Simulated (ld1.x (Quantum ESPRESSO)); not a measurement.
# An all-electron radial function and its pseudo partner (B (Z = 5))

Columns: radius, all-electron u(r) and pseudo u(r) of the 2p shell (level -3.80 eV) of boron in the configuration [He] 2s1.5 2p1.5; PBEsol, scalar-relativistic, ultrasoft scheme, ld1.x (Quantum ESPRESSO) 7.5.

```csv
r (bohr),all-electron,pseudo
0.202,0.0888,0.0084
0.405,0.2379,0.0331
0.607,0.3728,0.0719
0.810,0.4783,0.1223
1.012,0.5538,0.1798
1.215,0.6013,0.2408
1.418,0.6247,0.3007
1.620,0.6293,0.3550
1.822,0.6199,0.4008
2.025,0.6005,0.4357
2.228,0.5742,0.4580
2.430,0.5436,0.4674
2.632,0.5106,0.4648
2.835,0.4762,0.4517
3.037,0.4419,0.4307
3.240,0.4080,0.4041
3.442,0.3756,0.3746
3.645,0.3445,0.3444
3.847,0.3153,0.3153
4.050,0.2879,0.2879
4.252,0.2626,0.2626
4.455,0.2391,0.2391
4.658,0.2174,0.2174
4.860,0.1976,0.1976
5.062,0.1795,0.1795
5.265,0.1628,0.1628
```

Question: How many radial nodes do the two functions have?

Answer: The all-electron 2p function has n − l − 1 = 0; the pseudo-wave has 0.

Question: At about which radius was the pseudo-wave matched?

Answer: 4.05 bohr. The columns agree to 0.0005 from 3.65 bohr on; several derivatives are matched, so the curves merge somewhat inside the radius.

Question: Where does each function peak?

Answer: Outermost all-electron maximum near 1.62 bohr, pseudo maximum near 2.43 bohr (to the table’s step).

Question: Is the pseudo-wave norm-conserving?

Answer: No, it belongs to an ultrasoft set: the norm inside the radius is not constrained, and the difference is carried by the augmentation charge.
